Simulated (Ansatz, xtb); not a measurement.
**Ranking isomers of C5H8Ge**

3 gas-phase structures of C5H8Ge, from a drawn sample of its isomers (lower ones may exist). Each was relaxed with GFN2-xTB:

A. `C#C[C@@H]1C[C@@H]1[GeH3]`, a singlet
B. `C#C[C@@H]1C[C@H]1[GeH3]`, a singlet
C. `C#C[C]1([GeH3])CC1`, a singlet

Make a reasoned guess at their ranking by r2SCAN-D4/def2-SVP single-point energy.

Calculated order at r2SCAN-D4/def2-SVP: C (0.0), B (0.8), A (1.0) kcal/mol. Less than 1 kcal/mol parts C and B; B and A, so the order within those pairs means little.

Energies above the lowest of each column, in kcal/mol; the last columns are at B3LYP-D3(BJ)/def2-SVP geometries:

```csv
structure,GFN2-xTB,HF/STO-3G,r2SCAN-D4/def2-SVP,B3LYP-D3(BJ)/def2-SVP,CCSD(T)/def2-SVP + ΔMP2/def2-TZVPP
C,0.4,0.5,0.0,0.0,0.0
B,0.0,0.0,0.8,0.8,1.0
A,0.1,0.5,1.0,0.7,1.0
```

CCSD(T)/def2-SVP + ΔMP2/def2-TZVPP has A and B and C within 1 kcal/mol of each other at the bottom, and every level picks one of them. CCSD(T)/def2-SVP + ΔMP2/def2-TZVPP orders those it was run on as C (0.0), A (1.0), B (1.0) kcal/mol. Less than 1 kcal/mol parts C and A; A and B, so the order within those pairs means little. ΔMP2 is the change of the MP2 energy from the smaller to the larger basis.

Programs: Ansatz 0.2.0, xtb 6.7.1.
